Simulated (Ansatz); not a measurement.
`BC(C)(F)[SiH3]` and `BC(C)([SiH3])C#N` differ in one atom or group.

Ansatz, PBE0-D4/def2-TZVP geometries, multiplicity 1. 

```csv
property,`BC(C)(F)[SiH3]`
"ideal-gas entropy at 298 K and 1 bar (rigid rotor, harmonic PBE0-D4/def2-TZVP) / J/(mol·K)",347
LUMO energy (ωB97M-V/def2-TZVPP) / eV,0.52
size of the dipole moment (ωB97M-V/def2-TZVPP) / D,1.73
size of the dipole moment (PBE/def2-TZVPP) / D,1.69
HOMO–LUMO gap (ωB97M-V/def2-TZVPP) / eV,10.58
LUMO energy (B3LYP/def2-TZVPP) / eV,-1.54
```

**Question.** What does the change do to each property? (Estimate.)

**Answer.** Ansatz gave: 
| property | `BC(C)([SiH3])C#N` | shift |
| --- | --- | --- |
| ideal-gas entropy at 298 K and 1 bar (rigid rotor, harmonic PBE0-D4/def2-TZVP) / J/(mol·K) | 371 | 24 |
| LUMO energy (ωB97M-V/def2-TZVPP) / eV | -0.19 | -0.71 |
| size of the dipole moment (ωB97M-V/def2-TZVPP) / D | 3.94 | 2.21 |
| size of the dipole moment (PBE/def2-TZVPP) / D | 3.86 | 2.17 |
| HOMO–LUMO gap (ωB97M-V/def2-TZVPP) / eV | 10.43 | -0.15 |
| LUMO energy (B3LYP/def2-TZVPP) / eV | -2.29 | -0.75 |

With PBE0 the HOMO falls by 0.60 eV and the LUMO falls by 0.76 eV, so the gap narrows by about 0.16 eV. PBE moves the HOMO by -0.70 eV and ωB97M-V by -0.57 eV. The zero-point energy changes by 18.8 kJ/mol with +3 modes. Dipoles are sizes alone; their direction can turn.

B3LYP here is the variant with VWN-RPA as its local correlation; programs differ in this.
